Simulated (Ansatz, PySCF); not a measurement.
This PySCF input computes a SVWN5/def2-TZVPD energy:

```python
from pyscf import gto, scf, dft

mol = gto.M(
    atom='''
    Ga    0.00000000    0.00000000    0.00000000
    H    -0.00000000   -0.00000000   -1.52926086
    H     0.00000000    0.00000000    1.52926086
    ''',
    basis='def2-tzvpd',
    charge=1,
    spin=0,
    verbose=4,
)

mf = dft.RKS(mol, xc='svwn').density_fit(auxbasis='def2-universal-jkfit')
mf.grids.level = 3
mf.conv_tol = 1e-9
mf.max_cycle = 100
mf.max_memory = 1500
mf.kernel()
if not mf.converged:
    mf = mf.newton()
    mf.kernel(mf.make_rdm1())
mf.analyze()
```

### Question
Write an input for the same energy in Ansatz (an electronic-structure program) and say what it gives.

### Answer

Ansatz 0.2 input:
```yaml
crystal:
  periodic: [false, false, false]
  atoms:
    - {symbol: Ga, position_ang: [0.00000000, 0.00000000, 0.00000000]}
    - {symbol: H, position_ang: [-0.00000000, -0.00000000, -1.52926086]}
    - {symbol: H, position_ang: [0.00000000, 0.00000000, 1.52926086]}
basis:
  gaussian:
    orbitals: def2-TZVPD
hamiltonian:
  xc: {name: SVWN5}
total_charge: 1
output: {forces: true}
```
It gives -1922.68105 Eh, and PySCF -1922.68108 Eh, a difference of 0.03 mEh, from the treatment of integrals and grids.
